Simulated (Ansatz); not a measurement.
This geometry of GaH4NO (7 atoms, charge 0, multiplicity 1) is a first-order saddle point.

All numbers below come from RKS revPBE-D4/def2-SVP in Ansatz 0.2.0.

```xyz
7
Properties=species:S:1:pos:R:3
Ga -0.230 -0.705 0.937
N 0.213 0.705 -0.509
O -0.422 -1.656 -0.518
H -0.062 -0.413 -0.990
H -0.229 -0.453 2.470
H 1.170 1.053 -0.658
H -0.440 1.468 -0.732
```

Task: Which two structures does it join? (They come from a converged band through this point; their orientation in space is the band's.)

Result: Bonds broken: O3–H4. Bonds formed: N2–H4.

First end point:

```xyz
7
Properties=species:S:1:pos:R:3
Ga -0.069 -0.413 0.645
N 0.353 1.154 -0.205
O -0.703 -1.780 -0.368
H -0.775 -1.548 -1.312
H 0.051 -0.642 2.183
H 0.799 1.939 0.272
H 0.343 1.291 -1.216
```

Last end point:

```xyz
7
Properties=species:S:1:pos:R:3
Ga -0.296 -0.929 0.956
N 0.211 0.683 -0.531
O -0.571 -2.126 -0.207
H 0.072 0.051 -1.338
H -0.161 -0.211 2.333
H 1.173 1.048 -0.573
H -0.428 1.484 -0.639
```

Task: How far does it lie above each of them?

Result: 142.4 kJ/mol above the first and 27.6 kJ/mol above the second. This is the barrier of this one path; another mechanism may lie lower. The orbitals stay closed-shell, which can raise the energy where a bond breaks towards radicals; this wasn't checked here.

Time of the run: 45 s on 2 threads of Intel(R) Xeon(R) Platinum 8488C (Sapphire Rapids), on a shared host, peak memory 0.13 GiB.
